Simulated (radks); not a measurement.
Results of a calculation; reference values are marked as such.
Question: The manganese ion Mn10+ is in [Ne] 3s2 3p(1/2: 2, 3/2: 1). Level of theory: Dirac Kohn-Sham, relativistic LDA (MacDonald-Vosko exchange, VWN5 correlation), spin-unpolarised, spherical densities, finite nucleus; Fermi nuclear charge, rms radius of each element as measured or else 0.836 A^(1/3) + 0.57 fm (a radial shooting solver on a logarithmic mesh with Libxc functionals). Sub-shells are occupied by j as written (lower j first in brackets). One electron is removed from 3p3/2, 2p3/2, 3p1/2, 3s1/2 in turn, with full relaxation. Which removal costs least, and what does each cost?

Answer: 3p3/2 280.52 eV; 3p1/2 282.49 eV; 3s1/2 313.87 eV; 2p3/2 921.73 eV. The 3p3/2 electron leaves first.
